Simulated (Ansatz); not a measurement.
VSO₃H₃⁺, that is VS(OH)3 with one electron fewer. The state is a doublet with charge 1. Geometry r2SCAN-D4/def2-SVP, that of the neutral singlet; atoms count from 1.

Cartesian coordinates in Å:
```
V 0.015 0.012 0.015
S -1.254 -0.937 -1.236
O -0.766 0.303 1.556
H -1.677 0.027 1.732
O 0.502 1.548 -0.674
H 0.179 1.853 -1.534
O 1.443 -0.970 0.279
H 1.558 -1.836 -0.138
```

Estimate the Mulliken populations from the PBE0/def2-TZVP orbitals of Ansatz.


| atom | charge (e) | spin (α − β) | d electrons |
| --- | --- | --- | --- |
| V1 | 1.36 | 0.03 | 3.07 |
| S2 | 0.08 | 0.92 | – |
| O3 | -0.53 | 0.03 | – |
| H4 | 0.38 | 0.00 | – |
| O5 | -0.53 | -0.01 | – |
| H6 | 0.38 | 0.00 | – |
| O7 | -0.53 | 0.03 | – |
| H8 | 0.38 | 0.00 | – |
Mulliken values and Mayer orders depend strongly on the basis.

Where does the spin sit?

Summed by element: V 0.03, S 0.92, O 0.04, H 0.00, of 1 unpaired in all. Largest on single atoms: S2 0.92, O3 0.03, V1 0.03.

And the Mayer bond orders between bonded heavy atoms (over 0.3)?

V1–S2 1.54 (2.02 Å); V1–O3 1.20 (1.75 Å); V1–O5 1.19 (1.75 Å); V1–O7 1.20 (1.75 Å).
